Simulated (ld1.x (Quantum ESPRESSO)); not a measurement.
The numbers below are computed, except where a source is named.
# Potentials for aluminium (Al) compared

Generated with ld1.x 7.5 (TM, RRKJ, ultrasoft, PAW), atompaw 4.2 or ONCVPSP 4.0.1. The cutoff is in Ry: for ld1.x and atompaw files where the sum of valence levels is converged to 10 mRy in a Bessel basis, for ONCV files where the hardest occupied wave has 1 mHa per electron of residual kinetic energy. The error is the largest all-electron minus pseudo excitation energy over each file’s own four to seven test configurations (ionisations up to +4, promotions, holes and added fractions of an electron), all of which were solved. The labels leave out finer settings (local radius, basis sizes, second energies), which also bear on the numbers. Spin-polarised tests are not counted. The rows are a selection from randomly drawn settings: files with unsolved tests, undetermined cutoffs or missed reference levels are left out.

| potential | cutoff (Ry) | largest error (meV) | bound ghosts |
| --- | --- | --- | --- |
| TM, PBE, scalar-relativistic, rc 1.70/2.05/1.70 (spd), local smoothed, core correction no, reference 3s2 3p0 | 10 | +38 | none |
| RRKJ, PW91, scalar-relativistic, rc 1.90/1.65 (sp), local smoothed, core correction yes, reference 3s2 3p0.5 | 15 | +19 | none |
| TM, BLYP, scalar-relativistic, rc 1.85/2.45 (sp), local p, core correction yes, reference 3s1 3p2 | 10 | +9.2 | none |
| TM semilocal, LDA (PZ), scalar-relativistic, rc 1.36/2.35 (sp), local s, core correction yes, reference 3s2 3p1 | 40 | -26 | none |

(1) Fill in the row for Al: TM, LDA (PZ), scalar-relativistic, rc 2.05/2.55 (sp), local s, core correction no, reference 3s2 3p1.

(2) Fill in the row for Al: PAW, LDA (PZ), scalar-relativistic, rc 1.70/2.60/2.15 (spd), local smoothed, core correction yes, reference 3s1 3p2.

(3) Fill in the row for Al: RRKJ, LDA (PZ), scalar-relativistic, rc 1.75/2.35 (sp), local p, core correction no, reference 3s2 3p1.

Results:

(1) cutoff 10 Ry, largest error +88 meV, bound ghosts: none.

(2) cutoff 8 Ry, largest error -16 meV, bound ghosts: none.

(3) cutoff 12 Ry, largest error +85 meV, bound ghosts: none.
